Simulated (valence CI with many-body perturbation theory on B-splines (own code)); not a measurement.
# S II: calculated level list

Computed by relativistic CI+MBPT: five valence electrons over a frozen Dirac-Fock core [Ne], a basis of 9 s, 9 p, 8 d, 6 f, 3 g, 1 h functions for each j, with the one-electron correlation potential Σ1 (screened to all orders), the two-electron term Σ2, the three-electron term Σ3, Breit, model QED; selected single and double excitations, second order for the rest, scaled by the run's own slope (own B-spline code, finite nucleus).

Set against measurement, 41 paired levels are off by 93 cm⁻¹ on average, the worst by 293. Among the levels kept, up to 3000 cm⁻¹ of a level comes from second order outside the variational space, and about a tenth of that is noise between levels of different J, which matters for small intervals.

Levels 1 to 42 of 42, with energies above the lowest level, 3s²3p³ ⁴S°_3/2. "Leading %" is the weight of the configuration and term that name the level; weights of strongly mixed levels are sums over their largest components and can fall short, so below about 35 % the name and the second component can differ from the true leading terms, or belong to a minority configuration. In the jj column 3d3/2^4 stands for four electrons in 3d with j = 3/2.

```
No.  Configuration  Term    J  E (cm⁻¹)  Leading %       g                     Leading jj
  1         3s²3p³   ⁴S°  3/2       0.0         94   2.002      3s^2 3p1/2 3p3/2^2 (52 %)
  2         3s²3p³   ²D°  3/2     14996         93   0.801      3s^2 3p1/2 3p3/2^2 (42 %)
  3         3s²3p³   ²D°  5/2     15040         93   1.200      3s^2 3p1/2 3p3/2^2 (93 %)
  4         3s²3p³   ²P°  1/2     24733         92   0.666      3s^2 3p1/2 3p3/2^2 (92 %)
  5         3s²3p³   ²P°  3/2     24784         92   1.333            3s^2 3p3/2^3 (51 %)
  6          3s3p⁴    ⁴P  5/2     79315         80   1.601      3s 3p1/2^2 3p3/2^2 (54 %)
  7          3s3p⁴    ⁴P  3/2     79679         80   1.735        3s 3p1/2 3p3/2^3 (70 %)
  8          3s3p⁴    ⁴P  1/2     79849         80   2.670              3s 3p3/2^4 (34 %)
  9          3s3p⁴    ²D  3/2     97920         61   0.800        3s 3p1/2 3p3/2^3 (40 %)
 10          3s3p⁴    ²D  5/2     97942         61   1.200        3s 3p1/2 3p3/2^3 (42 %)
 11       3s²3p²3d    ²P  3/2    105674         73   1.333  3s^2 3p1/2 3p3/2 3d5/2 (30 %)
 12       3s²3p²3d    ²P  1/2    106064         73   0.666      3s^2 3p3/2^2 3d5/2 (46 %)
 13       3s²3p²4s    ⁴P  1/2    109525         91   2.667         3s^2 3p1/2^2 4s (44 %)
 14       3s²3p²4s    ⁴P  3/2    109826         91   1.734     3s^2 3p1/2 3p3/2 4s (84 %)
 15       3s²3p²4s    ⁴P  5/2    110284         91   1.601         3s^2 3p3/2^2 4s (58 %)
 16       3s²3p²3d    ⁴F  3/2    110297         92   0.400  3s^2 3p1/2 3p3/2 3d3/2 (38 %)
 17       3s²3p²3d    ⁴F  5/2    110426         91   1.030  3s^2 3p1/2 3p3/2 3d3/2 (53 %)
 18       3s²3p²3d    ⁴F  7/2    110579         91   1.239  3s^2 3p1/2 3p3/2 3d5/2 (52 %)
 19       3s²3p²3d    ⁴F  9/2    110814         91   1.334      3s^2 3p3/2^2 3d5/2 (59 %)
 20       3s²3p²4s    ²P  1/2    112918         90   0.670     3s^2 3p1/2 3p3/2 4s (64 %)
 21       3s²3p²4s    ²P  3/2    113463         90   1.334         3s^2 3p3/2^2 4s (49 %)
 22       3s²3p²3d    ⁴D  1/2    114213         92  -0.002  3s^2 3p1/2 3p3/2 3d3/2 (72 %)
 23       3s²3p²3d    ⁴D  3/2    114302         91   1.199      3s^2 3p3/2^2 3d3/2 (30 %)
 24       3s²3p²3d    ⁴D  5/2    114326         87   1.345  3s^2 3p1/2 3p3/2 3d3/2 (26 %)
 25       3s²3p²3d    ⁴D  7/2    114340         84   1.405  3s^2 3p1/2 3p3/2 3d5/2 (59 %)
 26       3s²3p²3d    ²F  5/2    114962         86   0.883  3s^2 3p1/2 3p3/2 3d5/2 (41 %)
 27       3s²3p²3d    ²F  7/2    115404         84   1.167      3s^2 3p3/2^2 3d5/2 (67 %)
 28          3s3p⁴    ²S  1/2    120019         56   2.002      3s 3p1/2^2 3p3/2^2 (37 %)
 29       3s²3p²4s    ²D  3/2    121625         90   0.801     3s^2 3p1/2 3p3/2 4s (56 %)
 30       3s²3p²4s    ²D  5/2    121643         90   1.201     3s^2 3p1/2 3p3/2 4s (57 %)
 31       3s²3p²4p   ²S°  1/2    125404         90   2.001      3s^2 3p3/2^2 4p3/2 (29 %)
 32       3s²3p²3d    ²G  9/2    127403         92   1.111  3s^2 3p1/2 3p3/2 3d5/2 (60 %)
 33       3s²3p²3d    ²G  7/2    127420         92   0.889  3s^2 3p1/2 3p3/2 3d3/2 (54 %)
 34       3s²3p²4p   ⁴D°  1/2    127762         91   0.005      3s^2 3p1/2^2 4p1/2 (38 %)
 35       3s²3p²4p   ⁴D°  3/2    127938         90   1.204  3s^2 3p1/2 3p3/2 4p1/2 (53 %)
 36       3s²3p²4p   ⁴D°  5/2    128196         90   1.374  3s^2 3p1/2 3p3/2 4p3/2 (62 %)
 37       3s²3p²4p   ⁴D°  7/2    128531         91   1.429      3s^2 3p3/2^2 4p3/2 (58 %)
 38       3s²3p²4p   ⁴P°  1/2    129715         91   2.662  3s^2 3p1/2 3p3/2 4p1/2 (45 %)
 39       3s²3p²4p   ⁴P°  3/2    129807         85   1.731  3s^2 3p1/2 3p3/2 4p3/2 (27 %)
 40       3s²3p²4p   ⁴P°  5/2    130086         86   1.580  3s^2 3p1/2 3p3/2 4p3/2 (39 %)
 41       3s²3p²4p   ²D°  3/2    130613         89   0.817  3s^2 3p1/2 3p3/2 4p3/2 (57 %)
 42       3s²3p²3d    ⁴P  5/2    130767         76   1.601  3s^2 3p1/2 3p3/2 3d5/2 (39 %)
```

Names give the largest LS component (configuration and term), which can be under half, so a name can repeat, a term be missing and a line seem to break the LS rules; names also repeat where a configuration has a term twice.

The ionisation energy to 3s²3p² ³P0 of the next ion comes out as 23.321 eV (NIST: 23.3379 eV (measured)). All 42 levels together are meant to be complete up to 130902 cm⁻¹.
